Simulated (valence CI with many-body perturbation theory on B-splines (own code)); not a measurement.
# Ladder of approximations for Lu³⁷⁺

Computed by valence CI with perturbative core correlation (CI+MBPT): six valence electrons over a frozen Dirac-Fock core [Ar] 3d10, radial functions for each j: 9 s, 9 p, 8 d, 6 f, 3 g, 1 h, with the one-electron correlation potential Σ1 (screened to all orders), the two-electron term Σ2, the three-electron term Σ3, Breit, model QED; selected single and double excitations, second order for the rest, scaled by the run's own slope (own B-spline code, finite nucleus).

No measured spectrum was set against this ion. As an estimate, large intervals hold to a few tenths of a per cent, small ones and those within an open d or f shell to about a per cent. Among the levels kept, up to 630 cm⁻¹ of a level comes from second order outside the variational space, and about a tenth of that is noise between levels of different J, which matters for small intervals.

Each rung adds one term. CI alone is the Dirac-Coulomb CI over the frozen core; QED comes last and gives the full result, which names the levels. Energies are above (4s^2 4p1/2^2 4p3/2^2) J=2 on the same rung, in eV.

Levels are named by their leading jj configuration (3d3/2^4 stands for four electrons in 3d with j = 3/2), which in mixed levels can hold well under half, so a name can repeat and another be missing. Letters in brackets count levels of one name in rising energy.

```csv
Level,CI alone
(4s^2 4p1/2^2 4p3/2^2) J=0,8.35
(4s^2 4p1/2 4p3/2^3) J=1,73.49
(4s^2 4p1/2 4p3/2^3) J=2,77.86
(4s^2 4p1/2^2 4p3/2 4d3/2) J=2,143.22
(4s^2 4p1/2^2 4p3/2 4d3/2) J=1,145.31
(4s^2 4p1/2^2 4p3/2 4d3/2) J=0,146.10
(4s^2 4p1/2^2 4p3/2 4d3/2) J=3,146.92
(4s^2 4p3/2^4) J=0,154.75
(4s^2 4p1/2^2 4p3/2 4d5/2) J=2,157.02
(4s^2 4p1/2^2 4p3/2 4d5/2) J=4,161.19
(4s^2 4p1/2^2 4p3/2 4d5/2) J=3,174.03
(4s^2 4p1/2^2 4p3/2 4d5/2) J=1,174.30
(4s 4p1/2^2 4p3/2^3) J=2,175.45
(4s 4p1/2^2 4p3/2^3) J=1,184.58
(4s^2 4p1/2 4p3/2^2 4d3/2) J=0,212.55
(4s^2 4p1/2 4p3/2^2 4d3/2) J=1 [a],212.70
```

Question: What do these energies become with core correlation, Breit and QED?

Answer: (4s^2 4p1/2^2 4p3/2^2) J=0 8.23 (-0.117); (4s^2 4p1/2 4p3/2^3) J=1 73.20 (-0.292); (4s^2 4p1/2 4p3/2^3) J=2 77.45 (-0.410); (4s^2 4p1/2^2 4p3/2 4d3/2) J=2 142.45 (-0.772); (4s^2 4p1/2^2 4p3/2 4d3/2) J=1 144.51 (-0.792); (4s^2 4p1/2^2 4p3/2 4d3/2) J=0 145.31 (-0.793); (4s^2 4p1/2^2 4p3/2 4d3/2) J=3 146.04 (-0.876); (4s^2 4p3/2^4) J=0 154.01 (-0.737); (4s^2 4p1/2^2 4p3/2 4d5/2) J=2 156.26 (-0.758); (4s^2 4p1/2^2 4p3/2 4d5/2) J=4 160.08 (-1.107); (4s^2 4p1/2^2 4p3/2 4d5/2) J=3 172.39 (-1.642); (4s^2 4p1/2^2 4p3/2 4d5/2) J=1 172.99 (-1.309); (4s 4p1/2^2 4p3/2^3) J=2 174.09 (-1.364); (4s 4p1/2^2 4p3/2^3) J=1 183.03 (-1.546); (4s^2 4p1/2 4p3/2^2 4d3/2) J=0 211.54 (-1.012); (4s^2 4p1/2 4p3/2^2 4d3/2) J=1 [a] 211.64 (-1.061).

Question: How does the ionisation energy move along the ladder, and which term matters most?

Answer: CI alone 1697.8, + Σ1 1699.2, + Σ2 1699.6, + Σ3 1699.1, + Breit 1698.0, + QED 1697.9 eV. The largest step is Σ1, 1.5 eV. NIST lists 1696 ± 4 eV (theoretical).
